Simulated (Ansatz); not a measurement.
`[Cl][AlH][GeH3]` + CH₃SH → `C[S][AlH][GeH3]` + HCl  (ligand exchange at the Al–Cl bond)

Calculated with Ansatz (gas phase, PBE0-D4/def2-TZVP geometries, no zero-point term in ΔE). CCSD(T)/CBS adds triple-zeta CCSD(T) − MP2 to the extrapolated MP2 energy (def2 sets, frozen cores). This one scheme is used for every species. Functionals use def2-TZVPP. B3LYP here is the variant with VWN-RPA as its local correlation; programs differ in this. For Ge outer-core shells are correlated without core-valence functions, which leaves a few kJ/mol of doubt a bond. Scalar relativity is left out up to krypton. One conformer a species, not always the lowest.

```csv
level,ΔE (eV)
B2PLYP,0.58
B3LYP,0.61
CCSD(T)/def2-TZVPP,0.51
MP2/def2-QZVPP,0.52
```

What does CCSD(T)/CBS give? (An estimate is asked.)

The calculation gave: +0.52 eV. The listed levels differ from it by 0.06, 0.09, -0.01, 0.00 eV.

Largest T1 diagnostic among the species: 0.012.

The D4 term adds −0.08 eV with B3LYP and −0.05 eV with PBE0; it sums over pairs of atoms, weighted by their polarisabilities, and B3LYP, whose exchange is more repulsive, gets the larger term. From PBE to PBE0 (25 % exact exchange), in def2-TZVPP and without D4, ΔE moves by +0.04 eV.
